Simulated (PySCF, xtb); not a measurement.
SbHBr₂, SMILES [Br][SbH][Br].

Harmonic wavenumbers (cm⁻¹) from GFN2-xTB (xtb) at its own minimum, in rising order: 72, 224, 233, 577, 590, 1563.

**Question.** What does PBE0-D3(BJ)/def2-SVP in PySCF give at its own minimum? (An estimate is asked for; the answer gives what the named calculation found.)

**Answer.** 79, 254, 255, 598, 618, 1944. Paired by order, the mean absolute difference is 81 cm⁻¹ and the zero-point energies are 4.7 and 5.4 kcal/mol.
